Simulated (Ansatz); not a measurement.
HfO₃H₂. Charge 0, multiplicity 1. Geometry B3LYP-D4/def2-TZVP.

```xyz
6

Hf   -0.243    0.251    0.718
O     0.975   -0.389    1.823
O    -0.390   -0.891   -0.999
O     0.327    0.341   -1.439
H    -1.849    0.699    1.631
H     1.181   -0.012   -1.735
```

In the def2 sets Hf takes a core potential; there is no spin–orbit coupling. The structure holds one bond between oxygen atoms, so isomers without such links may lie far lower. No other spin state of charge 0 was run. Another isomer (singlet) lies 1.25 eV lower at PBE0-D4/def2-TZVP; other spin states weren't run for this one.

Estimate the orbital energies around the gap (eV) in Ansatz with PBE-D4/def2-TZVP, r2SCAN-D4/def2-TZVP, B97M-V/def2-TZVP, PBE0-D4/def2-TZVP, ωB97X-V/def2-TZVP.


| orbital | PBE-D4/def2-TZVP | r2SCAN-D4/def2-TZVP | B97M-V/def2-TZVP | PBE0-D4/def2-TZVP | ωB97X-V/def2-TZVP |
| --- | --- | --- | --- | --- | --- |
| HOMO−9 | -20.56 | -21.77 | -22.63 | -23.40 | -26.06 |
| HOMO−8 | -14.36 | -14.86 | -14.98 | -16.23 | -18.86 |
| HOMO−7 | -12.09 | -12.44 | -12.43 | -13.61 | -16.10 |
| HOMO−6 | -11.22 | -11.69 | -11.82 | -13.19 | -15.84 |
| HOMO−5 | -8.27 | -8.64 | -8.78 | -10.02 | -12.59 |
| HOMO−4 | -7.42 | -7.76 | -7.91 | -9.14 | -11.70 |
| HOMO−3 | -7.33 | -7.63 | -7.63 | -8.79 | -11.27 |
| HOMO−2 | -7.14 | -7.41 | -7.46 | -8.61 | -11.03 |
| HOMO−1 | -6.69 | -7.01 | -7.11 | -8.28 | -10.73 |
| HOMO | -6.48 | -6.77 | -6.85 | -7.86 | -10.38 |
| LUMO | -3.40 | -3.07 | -3.26 | -2.54 | -0.56 |
| LUMO+1 | -2.80 | -2.41 | -2.37 | -1.54 | 0.57 |
| LUMO+2 | -2.02 | -1.76 | -1.82 | -0.99 | 1.24 |
| LUMO+3 | -0.84 | -0.26 | -0.55 | 0.10 | 1.93 |
| LUMO+4 | -0.55 | -0.23 | -0.40 | 0.27 | 2.37 |
| LUMO+5 | -0.03 | 0.39 | 0.22 | 0.90 | 3.04 |
